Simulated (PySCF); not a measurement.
Mapped SMILES: `[N:1]#[C:2][C:3]1([O:4][SiH2:5][OH:6])[CH2:7][CH2:8]1` (H(Xn): hydrogen on atom n).

Method: GFN2-xTB geometry, NMR shieldings at PBE0/pcSseg-1/GIAO, in PySCF 2.14.0 with density-fitted response routines (no solvent model, non-relativistic, a single conformation, rapidly exchanging positions averaged).

References, each an isolated molecule treated in the same way: $^{13}$C (σref 186.93), $^{1}$H (σref 31.72), $^{29}$Si (σref 349.16) against TMS; $^{15}$N (σref 267.73) vs NH3; $^{17}$O (σref 336.08) against H2O.

```json
{"atoms": "Si5", "nucleus": "$^{29}$Si", "count": "1", "Hirshfeld charge": "0.46", "δ (ppm)": "-30.9"}
{"atoms": "O4", "nucleus": "$^{17}$O", "count": "1", "Hirshfeld charge": "-0.20", "δ (ppm)": "?"}
{"atoms": "Ha(C7)/Hb(C8)", "nucleus": "$^{1}$H", "count": "2", "Hirshfeld charge": "0.06", "δ (ppm)": "1.66"}
{"atoms": "N1", "nucleus": "$^{15}$N", "count": "1", "Hirshfeld charge": "-0.22", "δ (ppm)": "301.6"}
{"atoms": "C3", "nucleus": "$^{13}$C", "count": "1", "Hirshfeld charge": "0.10", "δ (ppm)": "42.9"}
{"atoms": "C7/C8", "nucleus": "$^{13}$C", "count": "2", "Hirshfeld charge": "-0.08", "δ (ppm)": "?"}
{"atoms": "H(Si5)", "nucleus": "$^{1}$H", "count": "2", "Hirshfeld charge": "-0.08", "δ (ppm)": "5.03"}
{"atoms": "O6", "nucleus": "$^{17}$O", "count": "1", "Hirshfeld charge": "-0.30", "δ (ppm)": "37.7"}
{"atoms": "H(O6)", "nucleus": "$^{1}$H", "count": "1", "Hirshfeld charge": "0.19", "δ (ppm)": "1.13"}
{"atoms": "Hb(C7)/Ha(C8)", "nucleus": "$^{1}$H", "count": "2", "Hirshfeld charge": "0.06", "δ (ppm)": "1.15"}
{"atoms": "C2", "nucleus": "$^{13}$C", "count": "1", "Hirshfeld charge": "0.08", "δ (ppm)": "?"}
```

Problem. Estimate the values marked ?.

Solution. 
- C2: 125.6 ppm, nitrile carbon; C≡N carbons fall here, among the sp2 signals but without a proton
- C7/C8: 20.2 ppm, three-membered-ring carbon; carbons of three-membered rings are unusually shielded
- O4: 60.0 ppm, oxygen bonded to C, Si

OH/NH shifts are gas-phase values; hydrogen bonding in solution moves them, usually downfield. Shifts are as computed. Against solution values, carbons near 30 ppm lie about +3 ppm off and those near 130 ppm about +5 ppm. Of 1211 compounds with measured shifts, 218 miss one by over three times the rms of a fit or turn the order of signals round; such compounds aren't used in these exercises. Experimental scales use liquid or dissolved standards, which lie at an offset from isolated NH3 (liquid NH3: subtract about 20 ppm) and H2O (liquid H2O: subtract about 36 ppm). Unscaled 15N shifts of sp2 nitrogen come out 20 to 40 ppm too high even then.
